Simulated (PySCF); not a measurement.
# Cl(9+) (chlorine, charge +9): UHF calculation

Configuration: [He] 2s2 2p4, high-spin 3P determinant. Computed with PySCF 2.14 in an even-tempered Gaussian basis (21 s from 0.72 bohr⁻², ratio 2.2; 12 p from 0.94 bohr⁻², ratio 2.2; 6 d from 7.4 bohr⁻², ratio 2.4; 5 f from 11 bohr⁻², ratio 2.4; 5 g from 17 bohr⁻², ratio 2.4), with the spin-free X2C one-electron Hamiltonian (Gaussian nucleus).

```
Total energy                                                  : -418.719227 hartree
One-electron energy                                           : -499.4218 hartree
Hartree (Coulomb) energy                                      : 101.9929 hartree
Exchange energy                                               : -21.2904 hartree
⟨S²⟩                                                          : 2.0008
⟨L²⟩                                                          : 2.001
Sum of ⟨r⟩                                                    : 2.510 bohr
Sum of ⟨r²⟩                                                   : 1.115 bohr²
Traceless quadrupole moment −½Σ⟨3z² − r²⟩ along its main axis : -0.0692 e·bohr²
```

```
shell  electrons  mean orbital energy (eV)  spread (eV)  rms radius, mean of both spins (bohr)
 1s α          1                   -3152.3            0                                  0.105
 1s β          1                   -3142.5            0                                  0.105
 2s α          1                   -531.85            0                                  0.454
 2s β          1                   -507.31            0                                  0.454
 2p α          3                   -469.17        7.982                                  0.413
 2p β          1                   -456.48            0                                  0.413
```

Densities and radii are taken from the X2C orbitals without a picture-change correction, which distorts them close to the nucleus.

Spin-orbit constants ζ (cm⁻¹) from the X2C one-electron operator on these orbitals: bare nucleus, nucleus screened by l(l+1)(2l+1)/3 electrons, and screened by the Breit-Pauli mean field of the electrons.

| shell | bare | screened nucleus | mean field |
| --- | --- | --- | --- |
| 2p | 11690 | 10310 | 9778 |

To first order the Landé constant is A = -4889 cm⁻¹, so the lowest level has J = 2 and lies 0.606 eV below the centre of the term. This holds in LS coupling only.
